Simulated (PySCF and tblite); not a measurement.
Results of a calculation; reference values are marked as such.
C8H12, numbered as in [CH:1]#[C:2][CH:3]1[CH2:4][CH2:5][CH2:6][CH2:7][CH2:8]1.

Geometries PBE0-D3(BJ)/def2-SVP; weights from PBE0-D3(BJ)/def2-TZVP energies and GFN2-xTB thermal corrections, with symmetry numbers and mirror pairs. Conformers within 4 kcal/mol (GFN2-xTB free energy) were kept, 5 at most. Couplings: B3LYP/pcSseg-1 with pcJ-1 on H (gas phase; spin-dipole term only for pairs with B, N, F, Si or P). Couplings are for ¹H. Of two unlike H on one atom, a is the less shielded (PBE0/pcSseg-1). Programs: PySCF with density fitting and tblite.

The 6-ring runs over atoms 3–4–5–6–7–8.

| conformer | shape | weight % |
| --- | --- | --- |
| 1 | 6-ring chair (all substituents equatorial) | 64.6 |
| 2 | 6-ring chair (C2 axial) | 35.4 |

(1) Give the couplings in each conformer and the averages at 298.15 K (pairs that fast motion interchanges averaged).

Results:

(1) 
```
   coupling  pairs      1      2  average (Hz)
  ⁴J(H1,H3)      1   -3.9   -4.1          -4.0
 ³J(H3,H4a)      2    4.0    5.0           4.4
 ³J(H3,H4b)      2   13.0    3.1           9.5
 ⁴J(H3,H5a)      2   -0.5   -0.8          -0.6
²J(H4a,H4b)      2  -15.0  -14.4         -14.8
³J(H4a,H5b)      2    4.0    4.0           4.0
³J(H4a,H5a)      2    3.4   14.7           7.4
⁴J(H4a,H6a)      2    1.4    0.0           0.9
⁴J(H4a,H6b)      2   -0.6   -0.6          -0.6
⁴J(H4a,H8a)      1    1.8    0.0           1.1
³J(H4b,H5b)      2   14.4    3.4          10.6
³J(H4b,H5a)      2    4.1    4.0           4.0
⁴J(H4b,H6a)      2   -0.6   -0.6          -0.6
⁴J(H4b,H8b)      1    0.0    1.9           0.7
²J(H5b,H5a)      2  -15.1  -15.1         -15.1
³J(H5b,H6a)      2    4.1    4.2           4.1
³J(H5b,H6b)      2   14.2    3.3          10.3
⁴J(H5b,H7a)      2   -0.6   -0.6          -0.6
³J(H5a,H6a)      2    3.3   14.4           7.3
³J(H5a,H6b)      2    4.1    4.2           4.1
⁴J(H5a,H7a)      1    1.4    0.0           0.9
²J(H6a,H6b)      1  -14.9  -14.8         -14.8
```
